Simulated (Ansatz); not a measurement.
`FC[SiH]([SiH3])S` and `FC[SiH2]S` differ in one atom or group.

Ansatz, PBE0-D4/def2-TZVP geometries, multiplicity 1. Each molecule was computed in one conformer, which needn't be the lowest.

```csv
property,`FC[SiH]([SiH3])S`
HOMO–LUMO gap (B3LYP/def2-TZVPP) / eV,6.54
LUMO energy (PBE0/def2-TZVPP) / eV,-0.50
zero-point energy (PBE0-D4/def2-TZVP) / kJ/mol,192.1
HOMO energy (B3LYP/def2-TZVPP) / eV,-7.21
"ideal-gas entropy at 298 K and 1 bar (rigid rotor, harmonic PBE0-D4/def2-TZVP) / J/(mol·K)",405
size of the dipole moment (ωB97M-V/def2-TZVPP) / D,1.01
```

Q: Give the same properties after the change, and the shifts. (Estimate.)

A: Computed: 
```csv
property,`FC[SiH2]S`,shift
HOMO–LUMO gap (B3LYP/def2-TZVPP) / eV,7.19,0.65
LUMO energy (PBE0/def2-TZVPP) / eV,0.15,0.65
zero-point energy (PBE0-D4/def2-TZVP) / kJ/mol,148.3,-43.8
HOMO energy (B3LYP/def2-TZVPP) / eV,-7.29,-0.08
"ideal-gas entropy at 298 K and 1 bar (rigid rotor, harmonic PBE0-D4/def2-TZVP) / J/(mol·K)",333,-72
size of the dipole moment (ωB97M-V/def2-TZVPP) / D,1.39,0.38
```

With PBE0 the HOMO falls by 0.10 eV and the LUMO rises by 0.65 eV, so the gap widens by about 0.75 eV. PBE moves the HOMO by -0.03 eV and ωB97M-V by -0.19 eV. The zero-point energy changes by -43.8 kJ/mol with -9 modes. Dipoles are sizes alone; their direction can turn. Modes under 60 cm⁻¹, often nearly free rotors, make the harmonic entropy too high.

B3LYP here is the variant with VWN-RPA as its local correlation; programs differ in this.
